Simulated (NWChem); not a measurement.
Everything below was run with NWChem. System: diboron tetrachloride (B2Cl4), charge 0, spin multiplicity 1, at a geometry optimised with PBE/def2-SVP. Level: B2PLYP/cc-pVDZ, 22 core orbitals frozen.

Part of the output:

```
             Northwest Computational Chemistry Package (NWChem) 7.3.0
             --------------------------------------------------------

                                NWChem Input Module
                                -------------------

 Scaling coordinates for geometry "geometry" by  1.889725989
 (inverse scale =  0.529177249)

 Turning off AUTOSYM since
 SYMMETRY directive was detected!

                             Geometry "geometry" -> ""
                             -------------------------

 Output coordinates in angstroms (scale by  1.889725989 to convert to a.u.)

  No.       Tag          Charge          X              Y              Z
 ---- ---------------- ---------- -------------- -------------- --------------
    1 Cl                  17.0000    -1.09918800    -1.04532100     1.74153100
    2 B                    5.0000     0.00000000     0.00000000     0.84906600
    3 Cl                  17.0000     1.09918800     1.04532100     1.74153100
    4 B                    5.0000     0.00000000     0.00000000    -0.84906600
    5 Cl                  17.0000    -1.09918800     1.04532100    -1.74153100
    6 Cl                  17.0000     1.09918800    -1.04532100    -1.74153100

 Effective nuclear repulsion energy (a.u.)     420.3282864664

            Nuclear Dipole moment (a.u.)
            ----------------------------
        X                 Y               Z
 ---------------- ---------------- ----------------
     0.0000000000     0.0000000000     0.0000000000

      Symmetry information
      --------------------

 Group name             D2
 Group number             11
 Group order               4
 No. of unique centers     2

      Symmetry unique atoms

     1    2


 Summary of "ao basis" -> "" (spherical)
 ------------------------------------------------------------------------------
       Tag                 Description            Shells   Functions and Types
 ---------------- ------------------------------  ------  ---------------------
 *                          cc-pvdz                   on all atoms

  dft_input: which_mp2 not specified, using semidirect MP2 by default.

                                 NWChem DFT Module
                                 -----------------

 Summary of "ao basis" -> "ao basis" (spherical)
 ------------------------------------------------------------------------------
       Tag                 Description            Shells   Functions and Types
[...]
              MO Center=  1.6D-14, -1.3D-14, -1.2D-13, r^2= 5.6D+00
   Bfn.  Coefficient  Atom+Function         Bfn.  Coefficient  Atom+Function
  ----- ------------  ---------------      ----- ------------  ---------------
    21      2.371649  2 B  s                 53     -2.371649  4 B  s
     4     -0.545687  1 Cl s                 36     -0.545687  3 Cl s
    68      0.545687  5 Cl s                 86      0.545687  6 Cl s
    27     -0.334170  2 B  pz                59     -0.334170  4 B  pz
    11     -0.329356  1 Cl px                43      0.329356  3 Cl px

 center of mass
 --------------
 x =   0.00000000 y =   0.00000000 z =   0.00000000

 moments of inertia (a.u.)
 ------------------
        2117.452328891829           0.000000000000           0.000000000000
           0.000000000000        2175.154170649967           0.000000000000
           0.000000000000           0.000000000000        1149.313987577982

     Multipole analysis of the density
     ---------------------------------

     L   x y z        total         alpha         beta         nuclear
     -   - - -        -----         -----         ----         -------
     0   0 0 0     -0.000000    -39.000000    -39.000000     78.000000

     1   1 0 0     -0.000000     -0.000000     -0.000000      0.000000
     1   0 1 0      0.000000      0.000000      0.000000      0.000000
     1   0 0 1      0.000000      0.000000      0.000000      0.000000

     2   2 0 0    -45.455976   -169.424756   -169.424756    293.393536
     2   1 1 0     -0.000000     -0.000000     -0.000000      0.000000
     2   1 0 1      0.000000      0.000000      0.000000      0.000000
     2   0 2 0    -45.329451   -155.335706   -155.335706    265.341961
     2   0 1 1      0.000000      0.000000      0.000000      0.000000
     2   0 0 2    -47.522401   -404.880157   -404.880157    762.237914

                   NWChem MP2 Semi-direct Energy/Gradient Module
                   ---------------------------------------------

  Basis functions       =    100
  Molecular orbitals    =    100
  Frozen core           =     22
  Frozen virtuals       =      0
  Active alpha occupied =     17
  Active beta occupied  =     17
  Active alpha virtual  =     61
  Active beta virtual   =     61
  Use MO symmetry       = T
  Use skeleton AO sym   = T

  AO/Fock/Back tols     =   1.0D-09  1.0D-09  1.0D-09

 GA uses MA = F    GA memory limited = T

 Available:
  local mem=  4.43D+07
 global mem=  1.44D+08
 local disk=  0.00D+00
  mp2_memr nvloc                    61
  nvloc new                    61
   1 passes of  17:        3145728                      46843                  17434629.
   1 passes of  17: M     44319040           G      144159200           F      41173312.

 Semi-direct pass number   1 of   1  for RHF alpha+beta  at        6.3s
  vrange nnbf                  4940
  mp2_eaftype                    66  avail_ma_in_mb                   386
 EAF : mp2_eaftype filesize          66    8717314.
  mp2_eaf for mointskh                     66
Node 0 wrote     41.0 Mb in      0.1 s     Agg I/O rate:   400.3 Mb/s
 Done moints_semi at       26.5s
  mp2_eaftype                    66  avail_ma_in_mb                   386
 EAF : mp2_eaftype filesize          66    8717314.
  mp2_eaf for kh                    66
 Done maket at       26.7s
 Done multipass loop at       26.7s

          -------------------------------------------
          DFT energy                   -1889.810038792904
          Unscaled MP2 energy             -0.854007519995
          Total DFT+MP2 energy         -1890.040620823303
          -------------------------------------------

 -----------------------
 Performance information
 -----------------------

 Timer overhead =  1.37D-07 seconds/call

               Nr. of calls         CPU time (s)                 Wall time (s)                GFlops
             ---------------    -------------------     ------------------------------   -------------------
Name         Min   Avg   Max    Min     Avg     Max     Min     Avg     Max   Mx/calls   Min     Max     Sum
mp2: moin     1     1     1    20.     20.     20.      20.     20.     20.     20.      0.0     0.0     0.0
mp2: make     1     1     1   0.26    0.26    0.26     0.26    0.26    0.26    0.26      0.0     0.0     0.0
mp2: tota     1     1     1    21.     21.     21.      21.     21.     21.     21.      0.0     0.0     0.0

 The average no. of pstat calls per process was 3.00D+00
 with a timing overhead of 4.10D-07s

 Task  times  cpu:       26.7s     wall:       26.7s

 Total times  cpu:       26.7s     wall:       26.7s
```

Write an NWChem input that would produce this output.

One answer among several that fit: 
```
start mol
memory heap 200 mb stack 900 mb global 1100 mb
geometry units angstroms nocenter noautoz
  Cl    -1.099188    -1.045321     1.741531
  B      0.000000     0.000000     0.849066
  Cl     1.099188     1.045321     1.741531
  B      0.000000     0.000000    -0.849066
  Cl    -1.099188     1.045321    -1.741531
  Cl     1.099188    -1.045321    -1.741531
  symmetry group D2
end
basis spherical
  * library cc-pvdz
end
dft
  xc hfexch 0.53 becke88 0.47 lyp 0.73 mp2 0.27
  dftmp2
  semidirect memsize 60000000 filesize 0
  iterations 100
end
mp2
  freeze core 22
end
task dft energy
```
